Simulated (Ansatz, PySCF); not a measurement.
Molecule: SiI4, charge -1, multiplicity 2. 
Geometry from a B3LYP-D3(BJ)/def2-TZVP (Ansatz, an electronic-structure program) optimisation:
```xyz
5

I      2.3581    -1.0888     0.4577
Si     0.0000     0.0000     0.0000
I     -1.5400    -1.7339    -1.2560
I     -1.1187     0.6703     2.2924
I      0.3006     2.1524    -1.4941
```
Charge -1, spin multiplicity 2.

Total electronic energies in hartree. Cores are frozen in the correlated levels unless marked. UHF or UKS for open shells. No spin-orbit coupling. The frozen core is the preceding noble-gas configuration, with the filled d and f shells of earlier blocks. In def2 rows, elements after Kr have scalar-relativistic effective core potentials. STO-3G rows are all-electron and non-relativistic. CBS(X,Y): correlation extrapolated as X^-3; Hartree-Fock from the larger set. [CCSD(T)-MP2]/basis is that difference in the basis named.

| level | program | energy (Eh) |
|---|---|---|
| HF/def2-SVP | Ansatz | -1475.64800 |
| revPBE-D3(BJ)/def2-TZVPD | Ansatz + dftd3 | -1480.70609 |
| B3LYP/def2-TZVPD | Ansatz | ___ |
| PBE0-D3(BJ)/def2-TZVP | Ansatz + dftd3 | -1480.52136 |
| PBE0-D4/def2-TZVPD | Ansatz + dftd4 | -1480.52405 |
| PBE0/def2-TZVP | Ansatz | -1480.50899 |
| BHLYP/def2-TZVPD | Ansatz | -1480.37224 |
| TPSSh-D3(BJ)/def2-TZVPD | PySCF + dftd3 | -1480.24238 |
| CAM-B3LYP-D3(BJ)/def2-TZVPD | Ansatz + dftd3 | -1480.59887 |
| CAM-B3LYP-D4/def2-TZVPD | Ansatz + dftd4 | -1480.59795 |
| LC-wPBE-D3(BJ)/def2-TZVPD | Ansatz + dftd3 | -1480.62040 |
| wB97M-V/def2-TZVPD | Ansatz | ___ |
| RI-MP2/def2-QZVPP | Ansatz | -1476.57287 |
| SCS-MP2/STO-3G | Ansatz | -27688.52315 |
| RI-MP2/CBS(def2-TZVPPD,def2-QZVPPD)+[CCSD(T)-MP2]/def2-SVPD | Ansatz | -1476.6968 |

### Question
Some entries are withheld; supply them.

### Answer

- B3LYP/def2-TZVPD, energy (Eh): -1480.97213
- wB97M-V/def2-TZVPD, energy (Eh): -1480.48763
